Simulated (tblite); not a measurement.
Compound: C8H11P.
Atom-mapped SMILES: `[CH2:1]=[CH:2][P:3]([C:4]#[C:5][CH3:6])/[CH:7]=[CH:8]/[CH3:9]` (hydrogens: H10, H11 on C1; H12 on C2; H13, H14, H15 on C6; H16 on C7; H17 on C8; H18, H19, H20 on C9)

Computed with GFN2-xTB (tblite), gas phase: L-BFGS steps from a force-field or distance-geometry start until the largest atomic force falls under 0.01 eV/Å.

At the end of the run (lengths in Å): C9–H20 1.090, P3–C4 1.769, C1–H11 1.079, C2–P3 1.830, C8–C9 1.491, C5–C6 1.446, C6–H14 1.090, C2–P3–C7 99.1°, C4–P3–C7 97.4°, P3–C4–C5 174.6°, C2–P3–C4 95.8°, C1–C2–P3–C4 -133°, C2–P3–C7–C8 106°, P3–C7–C8–C9 -179°, H18–C9–C8–C7 -2°, H17–C8–C9–H18 179°.

**Question.** These geometries were met on the way; a selection of coordinates is given. Order them by energy above the end point, lowest first.
A. C9–H20 1.051, P3–C4 1.779, C1–H11 1.067, C2–P3 1.854, C8–C9 1.513, C5–C6 1.450, C6–H14 1.082, C2–P3–C7 107.4°, C4–P3–C7 107.8°, P3–C4–C5 174.5°, C2–P3–C4 104.5°, C1–C2–P3–C4 -143°, C2–P3–C7–C8 77°, P3–C7–C8–C9 176°, H18–C9–C8–C7 35°, H17–C8–C9–H18 -143°
B. C9–H20 1.090, P3–C4 1.787, C1–H11 1.087, C2–P3 1.840, C8–C9 1.497, C5–C6 1.459, C6–H14 1.092, C2–P3–C7 104.5°, C4–P3–C7 104.5°, P3–C4–C5 168.7°, C2–P3–C4 101.7°, C1–C2–P3–C4 -142°, C2–P3–C7–C8 81°, P3–C7–C8–C9 174°, H18–C9–C8–C7 36°, H17–C8–C9–H18 -143°
C. C9–H20 1.087, P3–C4 1.771, C1–H11 1.076, C2–P3 1.820, C8–C9 1.497, C5–C6 1.451, C6–H14 1.092, C2–P3–C7 103.7°, C4–P3–C7 102.0°, P3–C4–C5 161.5°, C2–P3–C4 99.5°, C1–C2–P3–C4 -138°, C2–P3–C7–C8 80°, P3–C7–C8–C9 173°, H18–C9–C8–C7 38°, H17–C8–C9–H18 -145°
D. C9–H20 1.086, P3–C4 1.762, C1–H11 1.081, C2–P3 1.828, C8–C9 1.493, C5–C6 1.444, C6–H14 1.088, C2–P3–C7 102.7°, C4–P3–C7 100.2°, P3–C4–C5 167.4°, C2–P3–C4 97.2°, C1–C2–P3–C4 -137°, C2–P3–C7–C8 85°, P3–C7–C8–C9 173°, H18–C9–C8–C7 32°, H17–C8–C9–H18 -150°
E. C9–H20 1.126, P3–C4 1.798, C1–H11 1.104, C2–P3 1.822, C8–C9 1.489, C5–C6 1.466, C6–H14 1.110, C2–P3–C7 113.5°, C4–P3–C7 111.1°, P3–C4–C5 179.1°, C2–P3–C4 107.0°, C1–C2–P3–C4 -142°, C2–P3–C7–C8 69°, P3–C7–C8–C9 180°, H18–C9–C8–C7 39°, H17–C8–C9–H18 -142°

**Answer.** D (0.077 eV), C (0.127 eV), B (0.215 eV), A (0.373 eV), E (0.744 eV).

```json
{"step": "22", "E above end (eV)": "0.077", "rms distance from the end, all atoms (Å)": "0.284", "largest force (eV/Å)": "0.096", "rms shift of all bonds from the end (Å)": "0.002"}
{"step": "10", "E above end (eV)": "0.127", "rms distance from the end, all atoms (Å)": "0.330", "largest force (eV/Å)": "0.185", "rms shift of all bonds from the end (Å)": "0.004"}
{"step": "6", "E above end (eV)": "0.215", "rms distance from the end, all atoms (Å)": "0.349", "largest force (eV/Å)": "0.434", "rms shift of all bonds from the end (Å)": "0.008"}
{"step": "2", "E above end (eV)": "0.373", "rms distance from the end, all atoms (Å)": "0.358", "largest force (eV/Å)": "1.575", "rms shift of all bonds from the end (Å)": "0.015"}
{"step": "0", "E above end (eV)": "0.744", "rms distance from the end, all atoms (Å)": "0.367", "largest force (eV/Å)": "2.025", "rms shift of all bonds from the end (Å)": "0.016"}
```

Rows stand in the order of the answer.
